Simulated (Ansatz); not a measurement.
System: C3H8BO, charge 0, multiplicity 2. It need not be the lowest isomer of its formula. 
Coordinates optimised at B3LYP-D3(BJ)/def2-TZVP (Ansatz, a program for electronic structure):
```
B
O 1 1.3810
C 2 1.3485 1 125.69
H 3 1.0773 2 115.81 1 180.00
H 3 1.0793 4 123.75 2 180.00
C 1 1.5669 2 115.95 3 180.00
H 6 1.0903 1 113.43 2 0.00
H 6 1.0957 7 108.49 1 123.04
H 6 1.0957 7 108.49 8 113.91
C 1 1.5739 2 120.74 3 0.00
H 10 1.0901 1 112.43 2 -180.00
H 10 1.0955 11 107.72 1 123.03
H 10 1.0955 11 107.72 12 113.93
```
Charge 0, spin multiplicity 2.

Computed values are from Ansatz. Cores are frozen in the correlated levels unless marked. Open shells are spin-unrestricted. Spin-orbit coupling is left out. No relativistic terms. Basis-set limits of correlation are two-point, X^-3; Hartree-Fock from the larger set.

```
Property                                                         Value
---------------------  -----------------------------------------------
atomisation energy De  1221.7 kcal/mol at CCSD(T)/CBS(cc-pVTZ,cc-pVQZ)
total energy              -218.9210 Eh at CCSD(T)/CBS(cc-pVTZ,cc-pVQZ)
dipole moment                            0.85 D at CCSD(T)/aug-cc-pVDZ
T1 diagnostic                                    0.015 at CCSD/cc-pVQZ
```
